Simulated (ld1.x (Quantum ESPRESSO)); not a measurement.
**Transferability test, TM potential for Be (Z = 4)**

| Property | Result |
| --- | --- |
| Element | Be (Z = 4) |
| Generator | ld1.x (Quantum ESPRESSO) 7.5 |
| Type | norm-conserving Troullier–Martins (Kleinman–Bylander form) |
| Functional | PBE |
| Relativity | scalar-relativistic |
| Frozen core | [He] |
| Valence charge | 2 |
| Reference configuration | 2s1 2p0 (charge +1) |
| Partial waves | 2s (bound): rc 1.35 bohr; 2p (bound, empty): rc 4.20 bohr; 3d channel at 0.2 Ry: rc 4.15 bohr |
| Local potential | all-electron potential smoothed inside 3.70 bohr (lloc = -1) |
| Core correction | Bessel-smoothed model core, default radius (core density twice the valence density) |

Energies are relative to the spin-unpolarised reference configuration 2s1 2p0; without spin polarisation the order of configurations can differ from experiment.

| valence configuration | charge | ΔE all-electron (eV) | error AE − PS (meV) |
| --- | --- | --- | --- |
| 2s1.5 2p0 | +0.5 | -5.790 | -10 |
| 2s1 2p1 | 0 | -5.938 | +44 |
| 2s0 2p2 | 0 | -2.299 | +98 |
| 2s0 2p1 | +1 | 3.909 | -21 |

Question: What are ΔE and the potential's error for 2s2 2p0?

Answer: ΔE = -9.551 eV all-electron; the error (AE − PS) is -45 meV.
